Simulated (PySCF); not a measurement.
Computed IR spectrum (relative IR intensity) of a molecule CH7FOSi2. The structure is a stationary point at r2SCAN-D4/def2-SVP. Other conformers were not sampled. Method: r2SCAN-D4/def2-SVP run with PySCF. Frequencies are harmonic and unscaled.

Lines under 2 % of the strongest are left out, and lines within 2 cm⁻¹ are merged.

```
ν (cm⁻¹)  relative intensity
--------  ------------------
182                      2.2
232                       40
273                      4.3
402                       14
487                      2.8
612                      5.9
684                      3.7
724                       11
755                      100
779                       57
832                       21
859                      6.3
913                       50
933                       31
974                       27
1054                      35
2175                      47
2184                      50
2216                      29
2223                      42
3019                     6.4
3084                     5.0
3866                      39
```

Identify the compound among the candidates.
A) C[Si@@](O)(F)[SiH3]
B) O[SiH2][SiH2]CF
C) FC[SiH2]O[SiH3]
D) O[SiH2]C[SiH2]F

B, O[SiH2][SiH2]CF
